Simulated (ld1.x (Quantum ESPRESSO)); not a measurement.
Mg (Z = 12): excitation energies, all-electron against TM

magnesium (Mg), norm-conserving Troullier–Martins (Kleinman–Bylander form), made with ld1.x (Quantum ESPRESSO) 7.5 (LDA (PZ), scalar-relativistic). Core [Ne], reference 3s2 3p0. Waves: 3s (bound): rc 1.90 bohr; 3p (bound, empty): rc 2.15 bohr. Local part: the p channel. Core correction: Bessel-smoothed model core, default radius (core density twice the valence density).

Energies are relative to the spin-unpolarised reference configuration 3s2 3p0; without spin polarisation the order of configurations can differ from experiment. Spin-polarised rows fill each open shell by Hund’s rule, majority spin first.

```tsv
valence configuration	charge	ΔE all-electron (eV)	error AE − PS (meV)
3s1 3p0	+1	8.074	-3.3
3s1.5 3p0	+0.5	3.192	-0.6
3s1 3p1	0	3.523	-2.0
3s0 3p1	+1	12.465	-6.1
3s0 3p2	0	7.269	-7.1
3s1.5 3p0 (spin-polarised)	+0.5	3.135	-0.6
```

Task: What are ΔE and the potential's error for 3s1 3p0 (spin-polarised)?

Result: ΔE = 7.753 eV all-electron; the error (AE − PS) is -4.8 meV.

Levels in the configuration 3s1 3p1:

```json
{"level": "3s", "all-electron (eV)": "-5.770", "pseudo (eV)": "-5.773"}
{"level": "3p", "all-electron (eV)": "-2.129", "pseudo (eV)": "-2.128"}
```
